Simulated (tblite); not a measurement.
Compound: C3H14N2Si2.
SMILES with atom numbers: `[CH3:1][CH:2]([CH3:3])[NH:4][SiH2:5][NH:6][SiH3:7]` (hydrogens: H8, H9, H10 on C1; H11 on C2; H12, H13, H14 on C3; H15 on N4; H16, H17 on Si5; H18 on N6; H19, H20, H21 on Si7)

Computed geometry: GFN2-xTB, gas phase.

**Question.** Give the optimised bond lengths and angles.

**Answer.** 
| bond | length (pm) | order |
| --- | --- | --- |
| C1–C2, C2–C3 | 152.9 | single |
| C2–N4 | 144.4 | single |
| N4–Si5 | 171.5 | single |
| Si5–N6 | 173.1 | single |
| N6–Si7 | 172.4 | single |
| C1–H8 and 5 like bonds | 108.7 | single |
| C2–H11 | 109.5 | single |
| N4–H15 | 101.1 | single |
| Si5–H16, Si5–H17 | 146.9 | single |
| N6–H18 | 100.7 | single |
| Si7–H19, Si7–H20, Si7–H21 | 146.5 | single |

Bonds in one row agree within 1 pm and their mean is given. Orders are formal, as drawn. A selection of angles:
| angle | degrees |
| --- | --- |
| C2–C1–H8 | 110.2 |
| C2–C1–H10 | 110.6 |
| H8–C1–H9 | 108.6 |
| C1–C2–C3 | 110.7 |
| C1–C2–N4 | 109.7 |
| C1–C2–H11 | 109.2 |
| C3–C2–N4 | 112.0 |
| N4–C2–H11 | 106.6 |
| C2–N4–Si5 | 123.4 |
| C2–N4–H15 | 111.0 |
| Si5–N4–H15 | 117.1 |
| N4–Si5–N6 | 103.6 |
| N4–Si5–H16 | 106.0 |
| N4–Si5–H17 | 118.0 |
| N6–Si5–H16 | 113.9 |
| N6–Si5–H17 | 105.8 |
| H16–Si5–H17 | 109.7 |
| Si5–N6–Si7 | 127.6 |
| Si5–N6–H18 | 113.8 |
| Si7–N6–H18 | 115.2 |
| N6–Si7–H19 | 107.5 |
| N6–Si7–H20 | 105.6 |
| N6–Si7–H21 | 112.5 |
| H19–Si7–H20 | 111.8 |
| H19–Si7–H21 | 109.2 |

Dihedral angles: C1–C2–N4–Si5 154° (antiperiplanar); C2–N4–Si5–N6 -176° (antiperiplanar); N4–Si5–N6–Si7 -167° (antiperiplanar). The mirror-image conformer, all signs reversed, is as good.

Si7 (SiH3 silicon) is distorted tetrahedral (angles from 105.6° to 112.5°). Of the pairs four or more bonds apart, Si5···H13 is among the closest relative to their van der Waals radii: 3.20 Å, 97 % of the sum of Bondi's values. N6 (nitrogen bridging silicon atoms) is almost planar (angles 127.6°, 115.2° and 113.8°, sum 356.7°, 0.15 Å off the plane of its three neighbours). N4 (silicon-bound nitrogen) has angles 123.4°, 117.1° and 111.0°, sum 351.5°, 0.23 Å off the plane of its three neighbours. Si5 (SiH2 silicon) is distorted tetrahedral (angles from 103.6° to 118.0°).

Point group: C1 (no symmetry element, even within 0.4 Å). Its GFN2-xTB frequencies are all real (lowest 36 cm⁻¹). One conformer, not necessarily the lowest.

Time: 3.3 s. Hardware: one thread, Arm Neoverse N1 (aarch64), shared host with 64 logical CPUs at a one-minute load of 59. These figures are those of the optimisation.
